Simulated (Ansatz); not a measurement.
Calculated with Ansatz (gas phase, PBE0-D4/def2-TZVP geometries, no zero-point term in ΔE). CCSD(T)/CBS is the MP2 limit (def2-TZVPP, def2-QZVPP) plus CCSD(T) − MP2 in def2-TZVPP, frozen cores. DFT in def2-TZVPP. B3LYP here is the variant with VWN-RPA as its local correlation; programs differ in this. For Ge outer-core shells are correlated without core-valence functions, which leaves a few kJ/mol of doubt a bond. Scalar relativity is left out up to krypton. One conformer a species, not always the lowest.

`[F][Ge]([F])([SH])[Cl]` + `BN(C)[SiH2]S` → `[F][Ge]([F])([SH])[SH]` + `BN(C)[SiH2]Cl`  (redistribution)

```json
{"level": "B3LYP-D4", "ΔE (eV)": "-0.34"}
{"level": "MP2/CBS(def2)", "ΔE (eV)": "-0.36"}
```

**Question.** What does CCSD(T)/CBS give? (Estimate.)

**Answer.** The calculation gave: -0.35 eV. The listed levels differ from it by 0.01, -0.01 eV.

Largest T1 diagnostic among the species: 0.012.
